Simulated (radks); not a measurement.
Initial-state core-level shifts of the gold ion Au+ when its valence configuration changes from [Xe] 4f14 5d10. All-electron calculation, scalar-relativistic Kohn-Sham, BLYP, spin-unpolarised, spherical densities, finite nucleus; Fermi nuclear charge, rms radius 5.4371 fm. Program: a radial shooting solver on a logarithmic mesh with Libxc functionals. Shifts are changes of the shell-averaged eigenvalues in eV (positive: less bound); the change of the density at the nucleus, which sets a Mossbauer isomer shift, is in e/bohr^3, on a base of 2.303e+06.

4f14 5d9 6s1: 2s -3.368; 3p -3.330; 3d -3.343; 4d -3.311; density at nucleus +173.1
4f14 5d8.5 6s1.5: 2s -5.166; 3p -5.103; 3d -5.123; 4d -5.069; density at nucleus +270.7
4f13.5 5d10 6p0.5: 2s -9.213; 3p -10.164; 3d -10.088; 4d -8.504; density at nucleus +75.1
4f13.5 5d9.5 6p1: 2s -11.865; 3p -12.800; 3d -12.730; 4d -11.129; density at nucleus +80.0
4f13 5d10 6p1: 2s -18.736; 3p -20.658; 3d -20.508; 4d -17.236; density at nucleus +152.7
4f12 5d10 6p2: 2s -38.618; 3p -42.543; 3d -42.246; 4d -35.280; density at nucleus +316.2
4f12.5 5d10 6p1.5: 2s -28.543; 3p -31.457; 3d -31.233; 4d -26.168; density at nucleus +233.1
4f14 5d8.5 6s1 6p0.5: 2s -6.060; 3p -6.003; 3d -6.022; 4d -5.971; density at nucleus +189.3
4f12 5d9 6s1 6p2: 2s -42.885; 3p -46.723; 3d -46.449; 4d -39.383; density at nucleus +551.0
